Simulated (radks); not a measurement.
Dispersion coefficients C6 (hartree bohr^6) between ground-configuration atoms and ions, from the Casimir-Polder integral (3/pi) of alpha_A(iw) alpha_B(iw). All-electron calculation, scalar-relativistic Kohn-Sham, LB94 model potential, spin-unpolarised, spherical densities, finite nucleus; Fermi nuclear charge, rms radius of each element as measured or else 0.836 A^(1/3) + 0.57 fm. Program: a radial shooting solver on a logarithmic mesh with Libxc functionals. Response by self-consistent Sternheimer equations with the Hartree and adiabatic LDA kernel, the relativistic mass of each level held fixed and spin-orbit coupling left out.

\begin{tabular}{lrrrrrrrr}
C6 & Kr & Rb+ & Sr2+ & Zr4+ & Nb5+ & Mo6+ & Tc7+ & Ru8+ \\ \hline
Kr & 130.0 &  &  &  &  &  &  &  \\
Rb+ & 84.68 & 56.51 &  &  &  &  &  &  \\
Sr2+ & 59.85 & 40.64 & 29.62 &  &  &  &  &  \\
Zr4+ & 34.41 & 23.92 & 17.76 & 10.94 &  &  &  &  \\
Nb5+ & 27.30 & 19.14 & 14.31 & 8.906 & 7.280 &  &  &  \\
Mo6+ & 22.13 & 15.62 & 11.74 & 7.376 & 6.051 & 5.045 &  &  \\
Tc7+ & 18.25 & 12.96 & 9.787 & 6.195 & 5.098 & 4.262 & 3.610 &  \\
Ru8+ & 15.26 & 10.89 & 8.260 & 5.265 & 4.344 & 3.641 & 3.091 & 2.651 \\
\end{tabular}

Static polarisabilities (bohr^3): Kr ([Kr]) 16.93, Rb+ ([Kr]) 9.321, Sr2+ ([Kr]) 5.947, Zr4+ ([Kr]) 3.025, Nb5+ ([Kr]) 2.306, Mo6+ ([Kr]) 1.809, Tc7+ ([Kr]) 1.452, Ru8+ ([Kr]) 1.187. The combination rule 2 Ca Cb / ((alpha_b/alpha_a) Ca + (alpha_a/alpha_b) Cb) gives 33.69 for Zr4+-Kr, against 34.41 from the integral.
